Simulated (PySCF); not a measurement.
**Running PySCF for ZnBr⁺**

The script input.py:

```python
from pyscf import gto, dft

mol = gto.M(
    atom='Zn 0 0 0; Br 0 0 2.237',
    basis='lanl2dz',
    ecp={'Zn': 'lanl2dz', 'Br': 'lanl2dz'},
    charge=1,
    spin=0,
    verbose=3,
)
mf = dft.RKS(mol, xc='bhandhlyp')
mf.kernel()
mf.mulliken_pop()
mf.dip_moment()
print('orbital energies (hartree):', mf.mo_energy[..., max(0, mol.nelec[1]-3):mol.nelec[0]+3].round(4))
```

```bash
$ OMP_NUM_THREADS=1 python input.py
```

The log (some set-up lines and the per-cycle HOMO/LUMO lines with their warnings removed):

```
converged SCF energy = -77.7556556295573
 ** Mulliken pop  **
pop of  0 Zn 4s           0.37677
pop of  0 Zn 5s           0.27683
pop of  0 Zn 4px          0.09297
pop of  0 Zn 4py          0.09297
pop of  0 Zn 4pz          0.09410
pop of  0 Zn 5px          0.00175
pop of  0 Zn 5py          0.00175
pop of  0 Zn 5pz         -0.00339
pop of  0 Zn 3dxy         1.60327
pop of  0 Zn 3dyz         1.60091
pop of  0 Zn 3dz^2        1.58949
pop of  0 Zn 3dxz         1.60091
[14 lines left out]
 ** Mulliken atomic charges  **
charge of    0Zn =      1.06476
charge of    1Br =     -0.06476

WARN: System has nonzero charge 1; the dipole moment is origin-dependent.
Location of origin: [0. 0. 0.]

Dipole moment(X, Y, Z, Debye):  0.00000, -0.00000, -2.43236
orbital energies (hartree): [-0.6222 -0.5556 -0.5556 -0.37   -0.2135 -0.2135]
```

In short: E(SCF) = -77.755656 Eh.

Run time: 0.99 s on 1 thread of Intel Xeon 6975P-C (shared host), peak memory 0.15 GiB.

Stability towards an unrestricted solution was not tested. The bond length is a typed value, not an optimised one. The dipole of an ion depends on the origin.
